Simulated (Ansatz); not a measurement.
Start from `CBC(F)S` and change one atom or group to get `OBC(F)S`.

Ansatz, PBE0-D4/def2-TZVP geometries, multiplicity 1. Each molecule was computed in one conformer, which needn't be the lowest.

```
                                          property  `CBC(F)S`
               HOMO energy (B3LYP/def2-TZVPP) / eV      -7.72
               LUMO energy (B3LYP/def2-TZVPP) / eV      -0.66
  size of the dipole moment (B3LYP/def2-TZVPP) / D       1.90
                 HOMO energy (PBE/def2-TZVPP) / eV      -6.67
size of the dipole moment (ωB97M-V/def2-TZVPP) / D       1.89
              HOMO–LUMO gap (PBE0/def2-TZVPP) / eV       7.55
```

**Question.** Give the same properties after the change, and the shifts. (Estimate.)

**Answer.** Ansatz gave: 
```csv
property,`OBC(F)S`,shift
HOMO energy (B3LYP/def2-TZVPP) / eV,-7.42,0.30
LUMO energy (B3LYP/def2-TZVPP) / eV,-1.06,-0.40
size of the dipole moment (B3LYP/def2-TZVPP) / D,1.48,-0.42
HOMO energy (PBE/def2-TZVPP) / eV,-6.39,0.28
size of the dipole moment (ωB97M-V/def2-TZVPP) / D,1.48,-0.41
HOMO–LUMO gap (PBE0/def2-TZVPP) / eV,6.87,-0.68
```

With PBE0 the HOMO rises by 0.27 eV and the LUMO falls by 0.41 eV, so the gap narrows by about 0.68 eV. PBE moves the HOMO by 0.28 eV and ωB97M-V by 0.21 eV. Dipoles are sizes alone; their direction can turn.

B3LYP here is the variant with VWN-RPA as its local correlation; programs differ in this.
